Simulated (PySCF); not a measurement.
Compound: C4H12Ge.
SMILES with atom numbers: `[CH3:1][Ge:2]([CH3:3])([CH3:4])[CH3:5]` (hydrogens: H6, H7, H8 on C1; H9, H10, H11 on C3; H12, H13, H14 on C4; H15, H16, H17 on C5)

Method: PBE0-D3(BJ)/def2-SVP geometry optimisation, gas phase in PySCF; density fitting, grid level 1; the optimiser is geomeTRIC in internal coordinates, started from a GFN2-xTB structure with every atom displaced at random (about 0.01 Å).

Step 1: E = -60840.5891 eV
```
atom  x, y, z in Å  |  force x, y, z in eV/Å
C1      0.0723   -1.1790   -1.5438    0.026  -0.464  -0.089
Ge2    -0.0349   -0.0126    0.0193    0.032   0.005  -0.029
C3     -0.1534    1.8374   -0.5897   -0.240   0.311  -0.166
C4     -1.5771   -0.4391    1.1402    0.083  -0.029   0.288
C5      1.6296   -0.2258    1.0207    0.181  -0.095  -0.130
H6     -0.7676   -1.0520   -2.2380   -0.174   0.110   0.005
H7      0.1057   -2.2552   -1.2756    0.023   0.299   0.047
H8      0.9874   -0.9522   -2.1100    0.085   0.021   0.014
H9     -0.0246    2.5371    0.2473    0.090   0.014   0.116
H10    -1.1405    2.0715   -1.0330    0.180  -0.167  -0.003
H11     0.6215    2.0656   -1.3410   -0.052  -0.057   0.057
H12    -2.5156   -0.1928    0.6312   -0.127   0.081  -0.080
H13    -1.6070   -1.5116    1.3901    0.056   0.032   0.005
H14    -1.5320    0.1316    2.0881   -0.033  -0.102  -0.201
H15     1.7565   -1.2697    1.3505    0.000   0.053   0.011
H16     2.4768    0.0242    0.3551   -0.089  -0.033   0.143
H17     1.6798    0.4280    1.9031   -0.040   0.021   0.011
```

Step 2: E = -60840.6048 eV
```
atom  x, y, z in Å  |  force x, y, z in eV/Å
C1      0.0641   -1.1820   -1.5494   -0.027  -0.107  -0.127
Ge2    -0.0270   -0.0097    0.0133    0.073   0.047  -0.019
C3     -0.1549    1.8474   -0.5923   -0.070   0.131   0.041
C4     -1.5694   -0.4432    1.1343   -0.026  -0.031   0.024
C5      1.6360   -0.2283    1.0246    0.017  -0.036  -0.049
H6     -0.7951   -1.0426   -2.2247   -0.001   0.031   0.060
H7      0.0964   -2.2456   -1.2624    0.002   0.057   0.040
H8      0.9784   -0.9613   -2.1232   -0.014   0.000   0.014
H9     -0.0247    2.5444    0.2514    0.019  -0.041  -0.011
H10    -1.1379    2.0588   -1.0430    0.034  -0.064  -0.017
H11     0.6196    2.0728   -1.3411    0.011  -0.020   0.008
H12    -2.5113   -0.1964    0.6207    0.018   0.004  -0.001
H13    -1.5882   -1.5150    1.3841    0.019   0.006  -0.001
H14    -1.5305    0.1254    2.0760   -0.016   0.009  -0.012
H15     1.7600   -1.2691    1.3602   -0.012   0.004   0.015
H16     2.4923    0.0224    0.3788    0.003   0.002   0.030
H17     1.6691    0.4273    1.9073   -0.029   0.008   0.006
```

Q: Estimate the geometry and energy of step 3. (The exact step hangs on the optimiser's Hessian estimate; all steps are aligned on step 2, rigid shifts and turns removed.)

A: E = -60840.6098 eV, largest force 0.074 eV/Å
```
atom  x, y, z in Å  |  force x, y, z in eV/Å
C1      0.0544   -1.1833   -1.5557   -0.013   0.069  -0.022
Ge2    -0.0160   -0.0049    0.0066    0.048   0.019  -0.019
C3     -0.1533    1.8548   -0.5927    0.029  -0.012   0.046
C4     -1.5579   -0.4470    1.1274   -0.013  -0.011  -0.039
C5      1.6392   -0.2279    1.0286   -0.020  -0.006   0.006
H6     -0.8202   -1.0339   -2.2076    0.011  -0.012   0.014
H7      0.0840   -2.2387   -1.2510   -0.007  -0.050   0.015
H8      0.9617   -0.9709   -2.1429   -0.025  -0.008  -0.007
H9     -0.0281    2.5469    0.2545   -0.019  -0.007  -0.017
H10    -1.1337    2.0455   -1.0525   -0.026   0.009  -0.017
H11     0.6247    2.0801   -1.3372    0.018   0.007  -0.004
H12    -2.4990   -0.2058    0.6091    0.017  -0.019   0.005
H13    -1.5657   -1.5185    1.3774   -0.002  -0.003   0.003
H14    -1.5284    0.1235    2.0666   -0.005   0.028   0.034
H15     1.7559   -1.2674    1.3701   -0.009  -0.007   0.007
H16     2.5076    0.0243    0.4023    0.026   0.007  -0.007
H17     1.6517    0.4288    1.9116   -0.010  -0.002   0.002
```

The energy changes by -0.0050 eV. The first-order estimate −F·Δx gives -0.0078 eV and the mean of the old and new forces, exact on a quadratic surface, -0.0048 eV. The step makes an angle of 69° with the force vector and moves no atom by more than 0.032 Å.

What follows is the cost of the whole optimisation. Hardware: one thread of an Arm Neoverse V1, on a shared host. Cost: 1.8 min of wall time, 0.61 GiB resident at most.
